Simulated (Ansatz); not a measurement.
Gas-phase reaction in SMILES: BOC → BO[CH2] + H atom (the C-H bond at the site shown breaks; other sites are not compared here)
Geometries: B3LYP-D3(BJ)/def2-TZVP minima from Ansatz (a first-principles code), one conformer each, not searched for the lowest.

Wanted: bond dissociation energy (electronic energy difference), in kcal/mol. Correlated levels leave the core frozen unless marked. UHF or UKS for open shells. Spin-orbit coupling is left out. Non-relativistic unless marked X2C. Basis-set limits of correlation are two-point, X^-3; Hartree-Fock from the larger set. The bracket is a focal-point correction in the basis named.

| level | program | bond dissociation energy (kcal/mol) | minus last row |
|---|---|---|---|
| HF/STO-3G | Ansatz | 107.2 | 0.5 |
| HF/6-31G | Ansatz | 81.2 | -25.5 |
| HF/6-31G* | Ansatz | 82.5 | -24.2 |
| HF/aug-cc-pVDZ | Ansatz | 81.1 | -25.6 |
| HF/aug-cc-pVTZ | Ansatz | 81.4 | -25.3 |
| revPBE-D4/def2-TZVPD | Ansatz + dftd4 | 99.9 | -6.8 |
| revPBE/def2-TZVPD | Ansatz | 98.9 | -7.8 |
| B97M-V/def2-TZVPD | Ansatz | 103.7 | -3.0 |
| B3LYP-D3(BJ)/def2-TZVPD | Ansatz + dftd3 | 103.3 | -3.4 |
| PBE0/STO-3G | Ansatz | 128.6 | 21.9 |
| PBE0-D3(BJ)/def2-TZVP | Ansatz + dftd3 | 101.5 | -5.2 |
| PBE0-D3(BJ)/def2-TZVPD | Ansatz + dftd3 | 101.5 | -5.2 |
| wB97M-V/def2-TZVPD | Ansatz | 105.1 | -1.6 |
| MP2/aug-cc-pVTZ | Ansatz | 105.1 | -1.6 |
| RI-MP2/cc-pVTZ | Ansatz | 104.9 | -1.8 |
| RI-MP2/cc-pVQZ | Ansatz | 105.8 | -0.9 |
| CCSD(T)/STO-3G | Ansatz | 119.7 | 13.0 |
| CCSD(T)/6-31G* | Ansatz | 99.1 | -7.6 |
| CCSD(T)/cc-pVDZ | Ansatz | 102.3 | -4.4 |
| X2C-CCSD(T)/cc-pVTZ-DK | Ansatz | 105.4 | -1.3 |
| RI-MP2/CBS(aug-cc-pVTZ,aug-cc-pVQZ)+[CCSD(T)-MP2]/aug-cc-pVTZ | Ansatz | 106.7 | 0.0 |
